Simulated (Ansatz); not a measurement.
Cost and result for the atomization energy of CH6FNOSi (`NC[SiH](O)F`) (11 atoms, 10 bonds).

Z-matrix (Å, degrees):
```
C
Si 1 1.881
N 1 1.469 2 108.8
H 1 1.095 2 105.4 3 -115.7
H 1 1.098 2 113.1 3 128.6
F 2 1.598 1 108.4 3 141.4
O 2 1.630 1 106.0 3 22.0
H 2 1.480 1 115.9 3 -100.6
H 3 1.013 1 110.9 2 76.9
H 3 1.012 1 111.1 2 -164.7
H 7 0.969 2 109.9 1 0.8
```

Total charge 0; spin multiplicity 1. The geometry is a stationary point of PBE0-D4/def2-TZVP. It is one conformer, not always the lowest. Program: Ansatz. All runs use 4 threads of an Arm Neoverse V1 on a shared host. Times are those of one run each, without the atoms' runs, and a repeat can differ threefold. Electronic energies, without spin–orbit coupling; frozen cores. CCSD(T)/CBS adds CCSD(T) − MP2 in def2-TZVPP to the MP2 limit, and its time is that of the two runs behind it. T1 = 0.011. B3LYP takes the VWN-RPA correlation (the form of Gaussian; ORCA's B3LYP/G).

CCSD(T)/CBS is a level of theory with its own doubt, some kJ/mol a heavy atom from the limit and from the frozen cores, so smaller differences don't rank the functionals.

```
                             level  functions  wall time  atomization (kJ/mol)  difference from CCSD(T)/CBS  per bond
            LDA (SPW92)/def2-TZVPP        250      1.3 s                4763.3                        593.1      59.3
                BLYP-D4/def2-TZVPP        250      2.2 s                4153.1                        -17.1      -1.7
               BHLYP-D4/def2-TZVPP        250      3.3 s                4015.6                       -154.6     -15.5
           CAM-B3LYP-D4/def2-TZVPP        250      3.6 s                4181.0                         10.8       1.1
 B3LYP-D4/def2-TZVPP (with forces)        250      4.7 s                4149.3                        -20.9      -2.1
r2SCAN-D4/def2-TZVPP (with forces)        250        5 s                4146.4                        -23.8      -2.4
                 B2PLYP/def2-TZVPP        250        6 s                4111.7                        -58.5      -5.9
                  CCSD(T)/def2-SVP        104        6 s                3852.8                       -317.4     -31.7
             r2SCANh-D4/def2-TZVPP        250        6 s                4115.8                        -54.4      -5.4
  ωB97M-V/def2-TZVPP (with forces)        250       12 s                4171.6                          1.4       0.1
                    MP2/def2-QZVPP        478       24 s                4200.3                         30.1       3.0
                CCSD(T)/def2-TZVPP        250    3.4 min                4043.5                       -126.7     -12.7
                 CCSD(T)/CBS(def2)          –    3.8 min                4170.2                          0.0       0.0
```

In def2-TZVPP, CCSD(T) changes the Hartree–Fock value by +1087.1 kJ/mol (the triples alone add +59.3 kJ/mol) and MP2 by +1167.7 kJ/mol; breaking electron pairs costs correlation energy, which Hartree–Fock lacks. Leaving LDA and LC-ωPBE aside and taking each functional with its dispersion term where it has one, the values, not all of them listed here, spread over 200.8 kJ/mol, from BHLYP-D4 to PBE-D4. LDA lies +567.2 kJ/mol from PBE without D4, its usual overbinding. The D4 term adds +32.6 kJ/mol with B3LYP and +17.0 kJ/mol with PBE0; it sums over pairs of atoms, weighted by their polarisabilities, and B3LYP, whose exchange is more repulsive, gets the larger term.
